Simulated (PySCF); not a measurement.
# CsC at B97-3

Computed with B97-3; PySCF, spin-free X2C with a Gaussian nucleus, basis sets Cs x2c-TZVPPall, C x2c-TZVPPall.

| Item | Value |
| --- | --- |
| state | ⁴Σ⁻ (quartet), unpaired electrons σ ↑, π ↑↑ |
| bond length | 2.737 Å |
| harmonic wavenumber | 301 cm⁻¹ |
| force constant | 0.586 mdyn/Å |
| rotational constant Be | 0.2044 cm⁻¹ |
| anharmonicity ωexe | 1.54 cm⁻¹ |
| vibration–rotation constant αe | 0.00135 cm⁻¹ |
| well depth De to Cs + C | 55.0 kcal/mol |
| dissociation energy D0 | 54.5 kcal/mol |
| bond order (Mayer) | 0.73 |
| dipole moment (positive dipole means Cs(−)C(+)) | -9.12 D |

Spin–orbit coupling is left out, which matters for elements this heavy, above all for dissociation energies. The state was picked by a PBE0 search and need not be the measured ground state.
